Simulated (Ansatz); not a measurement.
`C[CH2][AlH][AlH2]` + H₂S → `C[CH2][AlH][SH]` + `[AlH3]` at 500 K and 1 bar (cleavage of the Al–Al bond).

Calculated with Ansatz (gas phase, PBE0-D4/def2-TZVP geometries, no zero-point term in ΔE). CCSD(T)/CBS adds triple-zeta CCSD(T) − MP2 to the extrapolated MP2 energy (def2 sets, frozen cores). This one scheme is used for every species. One conformer a species, not always the lowest.

```tsv
species	CCSD(T)/CBS energy (Eh)	H − E (kJ/mol)	S (J/(mol·K))
`C[CH2][AlH][AlH2]`	-564.91212	273.7	446.9
H₂S	-398.97279	57.0	224.0
`C[CH2][AlH][SH]`	-720.15155	259.3	409.7
`[AlH3]`	-243.78045	68.7	232.2
```

H − E and S are ideal-gas, rigid-rotor, harmonic terms from PBE0-D4/def2-TZVP, for one conformer and one mirror image of each species. 1 Eh = 2625.50 kJ/mol, R = 8.31446 J/(mol·K).

Question: By hand: ΔE, ΔH, ΔS and ΔG.

Answer: ΔE = (-720.15155) + (-243.78045) − (-564.91212) − (-398.97279) = -0.04709 Eh = -123.6 kJ/mol. Δ(H − E) = 259.3 + 68.7 − 273.7 − 57.0 = -2.7, so ΔH = -126.3 kJ/mol. ΔS = 409.7 + 232.2 − 446.9 − 224.0 = -29.0 J/(mol·K). ΔG = -126.3 − 500 × (-29.0)/1000 = -111.8 kJ/mol.

Question: By hand: the equilibrium constant, and the temperature at which ΔG would vanish if ΔH and ΔS stayed fixed.

Answer: log₁₀ K = −ΔG/(RT ln 10) = 11.7. ΔG = 0 at ΔH/ΔS = 4355 K, far beyond where these terms or the molecules hold.

ΔH outweighs TΔS. A doubt of 5 kJ/mol in ΔE shifts log₁₀ K by 0.5 here. Other conformers and mirror images would add mixing entropy, several J/(mol·K) or more a flexible species. Modes under 60 cm⁻¹, often nearly free rotors, make the harmonic entropy too high. These are equilibria of isolated gas molecules and say nothing of rates. Largest T1 diagnostic: 0.010 (customary marks: 0.02 for closed shells, 0.045 for open ones).
